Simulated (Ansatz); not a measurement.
Input and output for `C[O][Sc]([CH3])[F]`.

```yaml
crystal:
  periodic: [false, false, false]
  atoms:
    - {symbol: C, position_ang: [-1.208109, 0.929062, 1.863048]}
    - {symbol: O, position_ang: [-0.330527, 0.599185, 0.839582]}
    - {symbol: Sc, position_ang: [0.968566, 0.349274, -0.457205]}
    - {symbol: C, position_ang: [0.672372, -1.349676, -1.813026]}
    - {symbol: F, position_ang: [2.461618, 1.426912, -0.689072]}
    - {symbol: H, position_ang: [-0.876731, 1.826381, 2.398894]}
    - {symbol: H, position_ang: [-2.211705, 1.120396, 1.466189]}
    - {symbol: H, position_ang: [-1.285087, 0.109365, 2.586591]}
    - {symbol: H, position_ang: [0.539361, -2.291947, -1.265499]}
    - {symbol: H, position_ang: [1.505670, -1.493846, -2.510629]}
    - {symbol: H, position_ang: [-0.235429, -1.225085, -2.418872]}
basis:
  gaussian: {orbitals: def2-SVP, fitting: {mean_field: cc-pVTZ-jkfit}}
total_charge: -1
magnetization: {spin_polarized: true, initial_magnetization: 1}
hamiltonian: {xc: {name: rPW86-PBE}, dispersion: d3bj}
output: {forces: true}
```

```sh
$ ansatz run in.yaml --threads 4 --pin off --events-out ev --progress --plain --max-ram 10444MiB
```

It prints (some lines left out):

```
Functional definition: rPW86-PBE
Error: <dir> the basis set cc-pVTZ-JKFIT has no functions for Sc
```
